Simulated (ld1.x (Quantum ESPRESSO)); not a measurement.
The numbers below are computed, except where a source is named.
## Pseudopotentials across the periodic table

Generated with ld1.x 7.5 (TM, RRKJ, ultrasoft, PAW), atompaw 4.2 or ONCVPSP 4.0.1. The cutoff is in Ry: for ld1.x and atompaw files where the sum of valence levels is converged to 10 mRy in a Bessel basis, for ONCV files where the hardest occupied wave has 1 mHa per electron of residual kinetic energy. The error is the largest all-electron minus pseudo excitation energy over each file’s own four to seven test configurations (ionisations up to +4, promotions, holes and added fractions of an electron), all of which were solved. The labels leave out finer settings (local radius, basis sizes, second energies), which also bear on the numbers. Spin-polarised tests are not counted. The rows are a selection from randomly drawn settings: files with unsolved tests, undetermined cutoffs or missed reference levels are left out.

A true bound ghost makes a file unfit for plane-wave use even where its test errors are small: the radial tests pick states by their node count and pass the ghost by.

```tsv
element	potential	cutoff (Ry)	largest error (meV)	bound ghosts
Ne	TM semilocal, PBEsol, scalar-relativistic, rc 0.70/0.70/0.55 (spd), local p, core correction yes, reference 2s2 2p5	230	+85	none
As	ultrasoft, LDA (PZ), scalar-relativistic, rc 1.60/2.40 (sp), local smoothed, core correction yes, reference 4s2 4p3	12	-447	none
Mo	TM, PBE, scalar-relativistic, rc 1.24/1.28/1.08 (spd), local s, core correction no, reference 4s2 4p6 4d4 5s0 5p0	120	+209	none
Sb	TM, PBE, fully relativistic, rc 1.85/2.55/2.15 (spd), local s, core correction yes, reference 5s1.5 5p3.5	21	-22	d3/2, d5/2
```

Fill in the row for Ne: ultrasoft, PBE, scalar-relativistic, rc 0.65/0.95 (sp), local smoothed, core correction yes, reference 2s2 2p6.

cutoff 90 Ry, largest error +361 meV, bound ghosts: none.

Fill in the row for Cs: RRKJ, PBE, fully relativistic, rc 3.55/3.15/2.95 (spd), local s, core correction yes, reference 5p6 5d0 6s0 6p0.

cutoff 8 Ry, largest error -193 meV, bound ghosts: none.
